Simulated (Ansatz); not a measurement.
Input file for `COBF`:

```yaml
crystal:
  periodic: [false, false, false]
  atoms:
    - {symbol: C, position_ang: [-0.192157, 1.053847, -0.054387]}
    - {symbol: O, position_ang: [0.124302, -0.157955, -0.707953]}
    - {symbol: B, position_ang: [0.270893, -1.305769, -0.034485]}
    - {symbol: F, position_ang: [0.567646, -2.392969, -0.730622]}
    - {symbol: H, position_ang: [-0.296948, 0.914130, 1.025023]}
    - {symbol: H, position_ang: [-1.128731, 1.439983, -0.460133]}
    - {symbol: H, position_ang: [0.601063, 1.777807, -0.248424]}
    - {symbol: H, position_ang: [0.145932, -1.386077, 1.155080]}
basis:
  gaussian: {orbitals: def2-SVP}
correlation: {method: ccsd_t}
```

```sh
$ ansatz run in.yaml --threads 2 --pin off --events-out ev --progress --plain
```

Output of Ansatz, abridged:

```
Functional definition: HF
749 factors; integrals over basis functions are off by at most 1.4e-3 eV
mean field evaluation 1: about -6503.9451 eV, gradient 3.2e1 eV
mean field evaluation 2: about -6503.9494 eV, gradient 3.2e1 eV
mean field evaluation 4: about -6506.1753 eV, gradient 3.0e0 eV
mean field evaluation 8: about -6506.2003 eV, gradient 7.9e-5 eV
mean field -6506.20027730 eV, -239.0984501299 hartree, gradient 2.9e-6 eV, S^2 0.000000; 0 other end points of the search recorded, 0 dependent functions left out
4 core orbitals not correlated: weight in the atoms' cores, before any rotation towards them, 1.000 or more for the frozen orbitals, at most 0.000 for the correlated occupied ones
reference -6506.20027730 eV, -239.0984501299 hartree; 12, 12 occupied and 60, 60 virtual orbitals, 749 factors
second order -16.13657986 eV of doubles, -0.00000000 eV of singles
cycle   1  -16.48317031 eV  change   -3.5e-1 eV  update   9.3e-2
cycle   2  -16.87600016 eV  change   -3.9e-1 eV  update   2.6e-2
cycle   3  -16.98124021 eV  change   -1.1e-1 eV  update   1.4e-2
cycle   4  -16.97460861 eV  change    6.6e-3 eV  update   3.5e-3
cycle   5  -16.97318716 eV  change    1.4e-3 eV  update   1.3e-3
cycle   6  -16.97348522 eV  change   -3.0e-4 eV  update   4.3e-4
cycle   7  -16.97328285 eV  change    2.0e-4 eV  update   1.2e-4
cycle   8  -16.97321774 eV  change    6.5e-5 eV  update   4.6e-5
cycle   9  -16.97323223 eV  change   -1.4e-5 eV  update   1.7e-5
perturbative correction -0.37617918 eV, -0.0138243298 hartree
Total energy: -6523.54968871 eV, -239.7360292392 hartree
```

It took 3.7 s on 2 threads of a server CPU on a shared host, with 0.24 GiB of host memory at the peak.

Correlation energy per correlated electron: -0.723 eV. T1 diagnostic: 0.0133.
